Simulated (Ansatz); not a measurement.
**Cost against result**

Saddle point of BH$_{3}$SO$_{2}$F$_{2}$, closed shell (BHSF₂ ([F][B]([F])[SH]) + H₂O₂ ([OH][OH]) → BHO₂F₂ ([OH][O][B]([F])[F]) + H₂S; bonds formed: B1–O6, S2–H5; bonds broken: B1–S2, H5–O6), PBE0-D4/def2-TZVP structure:

| atom | x (Å) | y (Å) | z (Å) |
| --- | --- | --- | --- |
| B1 | -0.5005 | -0.6233 | -0.2084 |
| S2 | 1.1639 | -1.4095 | 0.7483 |
| F3 | -0.8029 | -1.2677 | -1.3427 |
| F4 | -1.4944 | -0.4216 | 0.6683 |
| H5 | 1.1547 | 0.1600 | 0.3546 |
| O6 | 0.3458 | 0.6371 | -0.4595 |
| O7 | -0.3587 | 1.8727 | -0.4210 |
| H8 | 0.6589 | -1.1576 | 1.9673 |
| H9 | -0.1666 | 2.2098 | -1.3069 |

Barriers are electronic and count from the start structure reached by relaxing down the imaginary mode.

Computed with Ansatz 0.2.0 (basis: as named in each row); correlated methods freeze the cores. B3LYP uses VWN-RPA correlation. Extrapolation: Hartree–Fock as exp(−7.88 √X), correlation as X^−2.97.

Times are rough, for one single point on 8 threads of a shared host (Intel Xeon Platinum 8488C).

The estimate by CCSD(T) at an estimated basis limit (MP2 extrapolated from triple and quadruple zeta, plus CCSD(T) − MP2 in triple zeta) is 0.735 eV.

| method | basis | time (s) | barrier (eV) | method less estimate |
| --- | --- | --- | --- | --- |
| HF | STO-3G | under 1 | 0.946 | 0.211 |
| PBE-D4 | STO-3G | under 1 | -0.363 | -1.098 |
| SPW92 | def2-SVP | under 1 | 0.069 | -0.667 |
| B3LYP-D4 | 6-31G | under 1 | 0.668 | -0.067 |
| PBE-D4 | def2-SVP | under 1 | 0.300 | -0.436 |
| PBE0-D4 | def2-SVP | under 1 | 0.472 | -0.263 |
| SPW92 | def2-TZVPP | under 1 | 0.208 | -0.527 |
| PBE-D4 | def2-TZVPP | under 1 | 0.414 | -0.321 |
| BLYP-D4 | def2-TZVPP | under 1 | 0.522 | -0.213 |
| PBE0-D4 | def2-TZVPP | 1 | 0.563 | -0.172 |
| B3LYP-D4 | def2-TZVPP | 1 | 0.630 | -0.105 |
| BHLYP-D4 | def2-TZVPP | 1 | 0.819 | 0.083 |
| CAM-B3LYP-D4 | def2-TZVPP | 1 | 0.668 | -0.067 |
| wB97M-V | def2-SVP | 1 | 0.587 | -0.148 |
| r2SCAN-D4 | def2-TZVPP | 1 | 0.516 | -0.219 |
| r2SCAN0-D4 | def2-TZVPP | 2 | 0.624 | -0.111 |
| RPA on PBE | def2-TZVPP | 2 | 0.682 | -0.054 |
| B97M-V | def2-TZVPP | 2 | 0.679 | -0.057 |
| B2PLYP | def2-TZVPP | 2 | 0.673 | -0.063 |
| PBE-QIDH | def2-TZVPP | 2 | 0.665 | -0.070 |
| CCSD(T) | def2-SVP | 2 | 0.700 | -0.036 |
| wB97X-V | def2-TZVPP | 2 | 0.709 | -0.026 |
| wB97M-V | def2-TZVPP | 3 | 0.703 | -0.033 |
| MP2 | def2-QZVPP | 8 | 0.660 | -0.075 |
| CCSD(T) | def2-TZVPP | 54 | 0.731 | -0.004 |

All methods are single points on the PBE0-D4 structures; a negative value means that the method puts the saddle structure below the start.

T1 diagnostic: at most 0.014.

Labels in which every atom is bracketed show which atoms are joined, not bond orders.
